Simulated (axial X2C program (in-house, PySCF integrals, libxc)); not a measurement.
Spin–orbit effects down a group: molecules with Pb, PBE0

Calculated with an in-house all-electron X2C program for linear molecules (integrals from PySCF), spin-free (one-electron X2C) or two-component (2c: spin–orbit coupling with atomic mean-field Coulomb and Gaunt terms, which also bring small scalar terms), in Dyall basis sets with cores contracted in-house; open shells are unrestricted.

Basis sets: H dyall-v3z, K dyall-cv3z, Li dyall-cv3z, Pb dyall-cv3z.

```tsv
molecule	spin-free state	Re (Å)	ωe (cm⁻¹)	De (eV)	2c state	Re 2c (Å)	ωe 2c (cm⁻¹)	De 2c (eV)
PbH	M_S = 1/2, Λ = 1	1.844	1611.4	2.41	Ω = 1/2	1.847	1556.5	1.77
LiPb	M_S = 3/2, Λ = 0	2.623	339.9	1.36	Ω = 1/2	2.805	276.7	0.70
KPb	M_S = 3/2, Λ = 0	3.294	124.4	1.26	Ω = 1/2	3.498	95.4	0.51
```

Each entry is the lowest single determinant of a limited PBE0 search at one distance. De goes to single-determinant-based atoms at the same level (for ions the charge split of lowest energy) and is withheld (n/a) where an atom does not fit its ground term or J level. Main or longest-lived isotopes. One determinant is a doubtful description, or other states lie close, for LiPb, KPb; these need not be ground states, and all values refer to the states named. The functionals have no current term, which raises determinants with orbital currents. The lowest determinant changes configuration between the Hamiltonians for LiPb, KPb, so two states are compared there.
